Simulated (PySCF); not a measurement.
**PySCF run on IS3⁻**

The script input.py:

```python
from pyscf import gto, dft

mol = gto.M(
    atom='I 0 -0.3283 -0.0158; S -0.0003 0.3293 2.21; S 1.8982 0.4869 -1.0735; S -1.8979 0.4869 -1.0739',
    basis='sbkjc',
    ecp={'I': 'sbkjc', 'S': 'sbkjc'},
    charge=-1,
    spin=0,
    symmetry=True,
    verbose=3,
)
mf = dft.RKS(mol, xc='hcth407')
mf.grids.level = 6
mf.kernel()
mf.dip_moment()
print('orbital energies (hartree):', mf.mo_energy[..., max(0, mol.nelec[1]-3):mol.nelec[0]+3].round(4))
```

```bash
$ python input.py
```

Output:

```
converged SCF energy = -42.0865799953712

WARN: System has nonzero charge -1; the dipole moment is origin-dependent.
Location of origin: [0. 0. 0.]

Dipole moment(X, Y, Z, Debye): -0.00022, -3.82039, -0.18390
orbital energies (hartree): [-0.0704 -0.0595 -0.0562  0.0043  0.0446  0.0446]
```

In short: E(SCF) = -42.086580 Eh.

Wall time 9.4 s on one thread of a shared host.

The basis has no diffuse functions, which an anion needs. The dipole of an ion depends on the origin.
